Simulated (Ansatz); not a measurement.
Ansatz (an electronic-structure program) input file for C2H8O2Si, SMILES CO[Si@@H](C)O, PBE0-D3(BJ)/def2-SVP. 

Ansatz 0.2 input:
```yaml
crystal:
  periodic: [false, false, false]
  atoms:
    - {symbol: C, position_ang: [1.39556842, -0.83109020, 1.39176026]}
    - {symbol: O, position_ang: [1.24572743, -0.08864802, 0.21718080]}
    - {symbol: Si, position_ang: [-0.11677313, 0.34667431, -0.56741527]}
    - {symbol: C, position_ang: [-1.32678361, -1.07268477, -0.89641482]}
    - {symbol: O, position_ang: [-1.02724909, 1.41442384, 0.26699968]}
    - {symbol: H, position_ang: [0.81583993, -0.39824151, 2.21132280]}
    - {symbol: H, position_ang: [1.06974336, -1.86310035, 1.24031893]}
    - {symbol: H, position_ang: [2.45344954, -0.82619345, 1.65926835]}
    - {symbol: H, position_ang: [0.51561831, 0.93809055, -1.73657588]}
    - {symbol: H, position_ang: [-2.14402089, -0.75179992, -1.53289800]}
    - {symbol: H, position_ang: [-0.82805973, -1.90054420, -1.39144443]}
    - {symbol: H, position_ang: [-1.76195314, -1.44859661, 0.02632865]}
    - {symbol: H, position_ang: [-0.64632892, 2.21338822, 0.62197697]}
basis:
  gaussian:
    orbitals: def2-SVP
hamiltonian:
  xc: pbe0
  dispersion: d3bj
relax: {f_tol: 0.002, max_steps: 200}
```

Program output:

```
WARN ansatz: RAYON_NUM_THREADS=1 ignored (pool sized by the plan → 1); use --threads N
Functional definition: PBE0
integrals: 0.07 GiB planned
1213 factors; integrals over basis functions are off by at most 3.7e-4 eV
mean field: 0.49 GiB planned
mean field evaluation 1: about -14151.2314 eV, gradient 6.9e1 eV
mean field evaluation 2: about -14145.7240 eV, gradient 8.7e1 eV
mean field evaluation 4: about -14160.7473 eV, gradient 2.7e0 eV
mean field evaluation 8: about -14160.7766 eV, gradient 1.2e-1 eV
mean field evaluation 16: about -14160.7766 eV, gradient 1.7e-5 eV
mean field -14160.77660074 eV, -520.3989415580 hartree, gradient 1.7e-5 eV, S^2 0.000000; 0 other end points of the search recorded, 0 dependent functions left out
the calculation of the forces begins
reference -14160.77662910 eV, -520.3989426002 hartree; 25, 25 occupied and 89, 89 virtual orbitals, 1213 factors
relax step   1: F+E_penalty+E_count = -14160.99261172 eV  Δ(F+E_penalty+E_count) = +0.000e0 eV  max|allowed force component| = 8.657e-1 eV/Å  Δτ_max = 0.0000 Å  (25 SCF iters, accepted)
these checks for a lower state are left out or cut short: starts, cluster_reference, orbital_swaps, neighbouring_geometries, increment
integrals: 0.07 GiB planned
1213 factors; integrals over basis functions are off by at most 3.7e-4 eV
mean field: 0.49 GiB planned
mean field -14160.87571626 eV, -520.4025839862 hartree, gradient 8.8e-5 eV, S^2 0.000000; 0 other end points of the search recorded, 0 dependent functions left out
the calculation of the forces begins
reference -14160.87574452 eV, -520.4025850247 hartree; 25, 25 occupied and 89, 89 virtual orbitals, 1213 factors
relax step   2: F+E_penalty+E_count = -14161.09160681 eV  Δ(F+E_penalty+E_count) = -9.900e-2 eV  max|allowed force component| = 5.395e-1 eV/Å  Δτ_max = 0.1124 Å  (25 SCF iters, accepted)
these checks for a lower state are left out or cut short: starts, cluster_reference, orbital_swaps, neighbouring_geometries, increment
integrals: 0.07 GiB planned
1213 factors; integrals over basis functions are off by at most 3.7e-4 eV
mean field: 0.49 GiB planned
mean field -14160.89783798 eV, -520.4033969446 hartree, gradient 8.9e-5 eV, S^2 0.000000; 0 other end points of the search recorded, 0 dependent functions left out
the calculation of the forces begins
reference -14160.89786612 eV, -520.4033979787 hartree; 25, 25 occupied and 89, 89 virtual orbitals, 1213 factors
relax step   3: F+E_penalty+E_count = -14161.11416851 eV  Δ(F+E_penalty+E_count) = -2.256e-2 eV  max|allowed force component| = 1.868e-1 eV/Å  Δτ_max = 0.0614 Å  (23 SCF iters, accepted)
these checks for a lower state are left out or cut short: starts, cluster_reference, orbital_swaps, neighbouring_geometries, increment
integrals: 0.07 GiB planned
1213 factors; integrals over basis functions are off by at most 3.7e-4 eV
mean field: 0.49 GiB planned
mean field -14160.89714439 eV, -520.4033714554 hartree, gradient 7.9e-5 eV, S^2 0.000000; 0 other end points of the search recorded, 0 dependent functions left out
the calculation of the forces begins
reference -14160.89717232 eV, -520.4033724817 hartree; 25, 25 occupied and 89, 89 virtual orbitals, 1213 factors
relax step   4: F+E_penalty+E_count = -14161.11539755 eV  Δ(F+E_penalty+E_count) = -1.229e-3 eV  max|allowed force component| = 5.504e-1 eV/Å  Δτ_max = 0.0825 Å  (24 SCF iters, accepted)
these checks for a lower state are left out or cut short: starts, cluster_reference, orbital_swaps, neighbouring_geometries, increment
integrals: 0.07 GiB planned
1213 factors; integrals over basis functions are off by at most 3.7e-4 eV
mean field: 0.49 GiB planned
mean field evaluation 32: about -14160.8862 eV, gradient 1.7e0 eV
mean field -14160.90601094 eV, -520.4036972953 hartree, gradient 8.8e-5 eV, S^2 0.000000; 0 other end points of the search recorded, 0 dependent functions left out
the calculation of the forces begins
reference -14160.90603885 eV, -520.4036983208 hartree; 25, 25 occupied and 89, 89 virtual orbitals, 1213 factors
relax step   5: F+E_penalty+E_count = -14161.12440469 eV  Δ(F+E_penalty+E_count) = -9.007e-3 eV  max|allowed force component| = 5.936e-2 eV/Å  Δτ_max = 0.0281 Å  (25 SCF iters, accepted)
these checks for a lower state are left out or cut short: starts, cluster_reference, orbital_swaps, neighbouring_geometries, increment
integrals: 0.07 GiB planned
1213 factors; integrals over basis functions are off by at most 3.7e-4 eV
mean field: 0.49 GiB planned
mean field -14160.90641497 eV, -520.4037121429 hartree, gradient 1.1e-5 eV, S^2 0.000000; 0 other end points of the search recorded, 0 dependent functions left out
the calculation of the forces begins
reference -14160.90644289 eV, -520.4037131690 hartree; 25, 25 occupied and 89, 89 virtual orbitals, 1213 factors
relax step   6: F+E_penalty+E_count = -14161.12474598 eV  Δ(F+E_penalty+E_count) = -3.413e-4 eV  max|allowed force component| = 3.233e-2 eV/Å  Δτ_max = 0.0083 Å  (23 SCF iters, accepted)
these checks for a lower state are left out or cut short: starts, cluster_reference, orbital_swaps, neighbouring_geometries, increment
integrals: 0.07 GiB planned
1213 factors; integrals over basis functions are off by at most 3.7e-4 eV
mean field: 0.49 GiB planned
mean field -14160.90650566 eV, -520.4037154758 hartree, gradient 8.7e-5 eV, S^2 0.000000; 0 other end points of the search recorded, 0 dependent functions left out
the calculation of the forces begins
reference -14160.90653361 eV, -520.4037165029 hartree; 25, 25 occupied and 89, 89 virtual orbitals, 1213 factors
relax step   7: F+E_penalty+E_count = -14161.12488355 eV  Δ(F+E_penalty+E_count) = -1.376e-4 eV  max|allowed force component| = 1.505e-2 eV/Å  Δτ_max = 0.0306 Å  (23 SCF iters, accepted)
these checks for a lower state are left out or cut short: starts, cluster_reference, orbital_swaps, neighbouring_geometries, increment
integrals: 0.07 GiB planned
1213 factors; integrals over basis functions are off by at most 3.7e-4 eV
mean field: 0.49 GiB planned
mean field -14160.90658708 eV, -520.4037184678 hartree, gradient 8.8e-5 eV, S^2 0.000000; 0 other end points of the search recorded, 0 dependent functions left out
the calculation of the forces begins
reference -14160.90661502 eV, -520.4037194946 hartree; 25, 25 occupied and 89, 89 virtual orbitals, 1213 factors
relax step   8: F+E_penalty+E_count = -14161.12499954 eV  Δ(F+E_penalty+E_count) = -1.160e-4 eV  max|allowed force component| = 9.219e-3 eV/Å  Δτ_max = 0.0149 Å  (25 SCF iters, accepted)
these checks for a lower state are left out or cut short: starts, cluster_reference, orbital_swaps, neighbouring_geometries, increment
integrals: 0.07 GiB planned
1213 factors; integrals over basis functions are off by at most 3.7e-4 eV
mean field: 0.49 GiB planned
mean field -14160.90656008 eV, -520.4037174757 hartree, gradient 1.3e-5 eV, S^2 0.000000; 0 other end points of the search recorded, 0 dependent functions left out
the calculation of the forces begins
reference -14160.90658801 eV, -520.4037185023 hartree; 25, 25 occupied and 89, 89 virtual orbitals, 1213 factors
relax step   9: F+E_penalty+E_count = -14161.12502541 eV  Δ(F+E_penalty+E_count) = -2.587e-5 eV  max|allowed force component| = 5.474e-3 eV/Å  Δτ_max = 0.0102 Å  (22 SCF iters, accepted)
these checks for a lower state are left out or cut short: starts, cluster_reference, orbital_swaps, neighbouring_geometries, increment
integrals: 0.07 GiB planned
1213 factors; integrals over basis functions are off by at most 3.7e-4 eV
mean field: 0.49 GiB planned
mean field evaluation 64: about -14160.9066 eV, gradient 1.3e-5 eV
mean field -14160.90655418 eV, -520.4037172590 hartree, gradient 1.3e-5 eV, S^2 0.000000; 0 other end points of the search recorded, 0 dependent functions left out
the calculation of the forces begins
reference -14160.90658212 eV, -520.4037182856 hartree; 25, 25 occupied and 89, 89 virtual orbitals, 1213 factors
relax step  10: F+E_penalty+E_count = -14161.12503444 eV  Δ(F+E_penalty+E_count) = -9.038e-6 eV  max|allowed force component| = 2.929e-3 eV/Å  Δτ_max = 0.0058 Å  (20 SCF iters, accepted)
these checks for a lower state are left out or cut short: starts, cluster_reference, orbital_swaps, neighbouring_geometries, increment
integrals: 0.07 GiB planned
1213 factors; integrals over basis functions are off by at most 3.7e-4 eV
mean field: 0.49 GiB planned
mean field -14160.90653492 eV, -520.4037165513 hartree, gradient 1.7e-5 eV, S^2 0.000000; 0 other end points of the search recorded, 0 dependent functions left out
the calculation of the forces begins
reference -14160.90656286 eV, -520.4037175779 hartree; 25, 25 occupied and 89, 89 virtual orbitals, 1213 factors
relax step  11: F+E_penalty+E_count = -14161.12503927 eV  Δ(F+E_penalty+E_count) = -4.828e-6 eV  max|allowed force component| = 1.832e-3 eV/Å  Δτ_max = 0.0056 Å  (21 SCF iters, accepted)
these checks for a lower state are left out or cut short: starts, cluster_reference, orbital_swaps, neighbouring_geometries, increment
integrals: 0.07 GiB planned
1213 factors; integrals over basis functions are off by at most 3.7e-4 eV
mean field: 0.49 GiB planned
mean field -14160.90653781 eV, -520.4037166572 hartree, gradient 3.5e-5 eV, S^2 0.000000; 0 other end points of the search recorded, 0 dependent functions left out
the calculation of the forces begins
reference -14160.90656575 eV, -520.4037176839 hartree; 25, 25 occupied and 89, 89 virtual orbitals, 1213 factors
relax step  12: F+E_penalty+E_count = -14161.12503989 eV  Δ(F+E_penalty+E_count) = -6.146e-7 eV  max|allowed force component| = 2.137e-3 eV/Å  Δτ_max = 0.0021 Å  (19 SCF iters, accepted)
these checks for a lower state are left out or cut short: starts, cluster_reference, orbital_swaps, neighbouring_geometries, increment
integrals: 0.07 GiB planned
1213 factors; integrals over basis functions are off by at most 3.7e-4 eV
mean field: 0.49 GiB planned
mean field -14160.90654055 eV, -520.4037167579 hartree, gradient 1.6e-5 eV, S^2 0.000000; 0 other end points of the search recorded, 0 dependent functions left out
the calculation of the forces begins
reference -14160.90656848 eV, -520.4037177846 hartree; 25, 25 occupied and 89, 89 virtual orbitals, 1213 factors
relax step  13: F+E_penalty+E_count = -14161.12504028 eV  Δ(F+E_penalty+E_count) = -3.925e-7 eV  max|allowed force component| = 4.750e-4 eV/Å  Δτ_max = 0.0005 Å  (18 SCF iters, accepted)
integrals: 0.07 GiB planned
1213 factors; integrals over basis functions are off by at most 3.7e-4 eV
mean field: 0.49 GiB planned
mean field -14160.90654055 eV, -520.4037167579 hartree, gradient 1.6e-5 eV, S^2 0.000000; 1 other end points of the search recorded, 0 dependent functions left out
the calculation of the forces begins
reference -14160.90656848 eV, -520.4037177846 hartree; 25, 25 occupied and 89, 89 virtual orbitals, 1213 factors
Total energy: -14161.12506822 eV, -520.4117475016 hartree
Atom 0 at     1.338531    -0.832438     1.376166 Å, force     0.000169     0.000082    -0.000108 eV/Å
Atom 1 at     1.286450    -0.114404     0.175914 Å, force    -0.000202    -0.000163     0.000475 eV/Å
Atom 2 at    -0.122758     0.352714    -0.575625 Å, force     0.000310     0.000003    -0.000079 eV/Å
Atom 3 at    -1.258756    -1.085513    -0.884284 Å, force    -0.000105     0.000128    -0.000164 eV/Å
Atom 4 at    -0.987417     1.412849     0.376025 Å, force     0.000094    -0.000072     0.000037 eV/Å
Atom 5 at     0.754731    -0.345957     2.178740 Å, force    -0.000148    -0.000092    -0.000064 eV/Å
Atom 6 at     0.959281    -1.864636     1.259212 Å, force     0.000012     0.000136     0.000086 eV/Å
Atom 7 at     2.385907    -0.896610     1.709396 Å, force     0.000117     0.000012    -0.000119 eV/Å
Atom 8 at     0.350480     1.009165    -1.824911 Å, force    -0.000172    -0.000048    -0.000062 eV/Å
Atom 9 at    -2.141528    -0.766317    -1.459041 Å, force    -0.000056    -0.000107     0.000016 eV/Å
Atom 10 at    -0.744584    -1.876678    -1.451100 Å, force     0.000084     0.000058    -0.000055 eV/Å
Atom 11 at    -1.615271    -1.514045     0.065284 Å, force    -0.000066     0.000135     0.000067 eV/Å
Atom 12 at    -0.560286     2.253548     0.564633 Å, force    -0.000037    -0.000072    -0.000030 eV/Å
Dipole moment:    -0.001508    -0.019131     0.148832 e Å
```

Self-consistency was reached.
